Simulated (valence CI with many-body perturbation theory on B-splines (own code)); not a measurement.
## Ti XVII: calculated level list

Method: relativistic CI+MBPT: four valence electrons over a frozen Dirac-Fock core [He], a basis of 11 s, 11 p, 10 d, 8 f, 5 g, 2 h functions for each j, with the one-electron correlation potential Σ1 (screened to all orders), the two-electron term Σ2, the three-electron term Σ3, Breit, model QED; selected single and double excitations, second order for the rest, scaled by the run's own slope (own B-spline code, finite nucleus).

No measured levels were compared; by estimate levels of excited configurations hold to 0.05 to 0.15 % of their energy, terms of the ground configuration to about 0.5 %. Among the levels kept, up to 850 cm⁻¹ of a level comes from second order outside the variational space, and about a tenth of that is noise between levels of different J, which matters for small intervals.

Levels 1 to 45 of 189, with energies above the lowest level, 2s²2p² ³P_0. "Leading %" is the weight of the configuration and term that name the level; weights of strongly mixed levels are sums over their largest components and can fall short, so below about 35 % the name and the second component can differ from the true leading terms, or belong to a minority configuration.

```csv
No.,Configuration,Term,J,E (× 10³ cm⁻¹),Leading %,Second component,g
1,2s²2p²,³P,0,0.00,94,5 % 2s²2p² ¹S,
2,2s²2p²,³P,1,29.65,99,,1.499
3,2s²2p²,³P,2,55.74,89,10 % 2s²2p² ¹D,1.447
4,2s²2p²,¹D,2,140.83,89,10 % 2s²2p² ³P,1.048
5,2s²2p²,¹S,0,242.48,91,5 % 2s²2p² ³P,
6,2s2p³,⁵S°,2,333.54,99,,1.993
7,2s2p³,³D°,2,579.02,91,9 % 2s2p³ ³P°,1.195
8,2s2p³,³D°,1,580.27,93,6 % 2s2p³ ³P°,0.559
9,2s2p³,³D°,3,586.92,100,,1.331
10,2s2p³,³P°,0,678.78,100,,
11,2s2p³,³P°,1,681.27,93,6 % 2s2p³ ³D°,1.448
12,2s2p³,³P°,2,687.11,88,9 % 2s2p³ ³D°,1.461
13,2s2p³,³S°,1,838.85,90,8 % 2s2p³ ¹P°,1.906
14,2s2p³,¹D°,2,845.69,97,,1.010
15,2s2p³,¹P°,1,944.16,90,8 % 2s2p³ ³S°,1.079
16,2p⁴,³P,2,1271.8,93,5 % 2p⁴ ¹D,1.472
17,2p⁴,³P,1,1313.7,99,,1.499
18,2p⁴,³P,0,1320.1,94,4 % 2p⁴ ¹S,
19,2p⁴,¹D,2,1380.8,93,5 % 2p⁴ ³P,1.024
20,2p⁴,¹S,0,1557.7,91,5 % 2p⁴ ³P,
21,2s²2p3s,³P°,0,5147.8,96,,
22,2s²2p3s,³P°,1,5154.1,79,17 % 2s²2p3s ¹P°,1.410
23,2s²2p3s,³P°,2,5203.4,96,,1.499
24,2s²2p3s,¹P°,1,5223.2,79,17 % 2s²2p3s ³P°,1.085
25,2s²2p3p,³D,1,5291.1,59,34 % 2s²2p3p ¹P,0.718
26,2s²2p3p,¹P,1,5322.8,31,28 % 2s²2p3p ³D,1.151
27,2s²2p3p,³D,2,5324.1,87,5 % 2s²2p3p ³P,1.176
28,2s²2p3p,³P,0,5344.2,84,7 % 2s2p²3s ³P,
29,2s²2p3p,³P,1,5364.1,33,30 % 2s²2p3p ¹P,1.374
30,2s²2p3p,³D,3,5365.4,96,,1.332
31,2s²2p3p,³S,1,5379.9,51,40 % 2s²2p3p ³P,1.753
32,2s²2p3p,³P,2,5385.5,75,8 % 2s²2p3p ³D,1.433
33,2s²2p3p,¹D,2,5429.9,85,9 % 2s²2p3p ³P,1.053
34,2s2p²3s,⁵P,1,5464.9,97,,2.485
35,2s²2p3d,³F°,2,5473.2,73,22 % 2s²2p3d ¹D°,0.751
36,2s²2p3p,¹S,0,5482.7,90,,
37,2s2p²3s,⁵P,2,5486.7,98,,1.828
38,2s²2p3d,³F°,3,5494.7,83,10 % 2s²2p3d ³D°,1.104
39,2s²2p3d,¹D°,2,5501.7,42,23 % 2s²2p3d ³P°,1.114
40,2s2p²3s,⁵P,3,5511.8,98,,1.660
41,2s²2p3d,³D°,1,5519.2,71,16 % 2s²2p3d ³P°,0.718
42,2s²2p3d,³F°,4,5531.4,97,,1.249
43,2s²2p3d,³D°,2,5541.3,35,31 % 2s²2p3d ¹D°,1.117
44,2s2p²3s,³P,0,5545.6,87,9 % 2s²2p3p ³P,
45,2s²2p3d,³D°,3,5557.7,82,12 % 2s²2p3d ³F°,1.293
```

Names give the largest LS component (configuration and term), which can be under half, so a name can repeat, a term be missing and a line seem to break the LS rules; names also repeat where a configuration has a term twice.

The ionisation energy to 2s²2p ²P°1/2 of the next ion comes out as 1131.3 eV (NIST: 1130.2 ± 0.5 eV (semi-empirical)). All 189 levels together are meant to be complete up to 6474.2 × 10³ cm⁻¹.
